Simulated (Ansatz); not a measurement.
Ideal-gas functions of CH$_{4}$BFOS (`OCB(F)S`) at 400 K and 1 bar, from an Ansatz frequency run at PBE0-D4/def2-TZVP.

Molar mass 93.92 g/mol, point group C1 (symmetry number 1), electronic degeneracy 1, moments of inertia 63.058, 226.134, 285.706 u Å². Harmonic wavenumbers (cm⁻¹, unscaled): 62, 169, 197, 293, 351, 411, 437, 703, 816, 847, 1032, 1123, 1227, 1281, 1334, 1408, 1465, 2717, 2972, 3049, 3858.

Use S(trans) = R[1.5 ln M + 2.5 ln T − 1.1517]; rotational temperatures θ = 24.2544 K / I; S(rot) = R[ln(√π/σ · √(T³/θAθBθC)) + 1.5]; for each mode x = 1.438777 ν̃/T, S = R[x/(eˣ − 1) − ln(1 − e⁻ˣ)] and H = RT x/(eˣ − 1); 1 cm⁻¹ = 0.0119627 kJ/mol; R = 8.31446 J/(mol·K).

Task: By hand: the entropy, in J/(mol·K).

Result: Translation 171.6. Rotation: θ = 0.3846, 0.1073, 0.0849 K, giving 115.5. Vibration, mode by mode: 20.81, 12.58, 11.35, 8.25, 6.91, 5.78, 5.36, 2.51, 1.82, 1.67, 0.98, 0.75, 0.55, 0.47, 0.40, 0.32, 0.27, 0.01, 0.00, 0.00, 0.00, in all 80.8. Electronic 0.0. Sum 367.9 J/(mol·K).

Task: By hand: H − E and G − E in kJ/mol, counted from the electronic energy.

Result: Zero-point energy ½ × 25752 × 0.0119627 = 154.0; thermal vibration 17.0; translation, rotation and pV give 4 RT = 13.3. H − E = 184.3 kJ/mol, and G − E = 184.3 − 400 × 367.9/1000 = 37.1 kJ/mol.

Vibration gives 22 % of the entropy, 20.8 J/(mol·K) of it from the mode under 150 cm⁻¹: soft modes count most, and the harmonic formula is weakest for them. The sum counts one conformer and one mirror image; others add a mixing term.
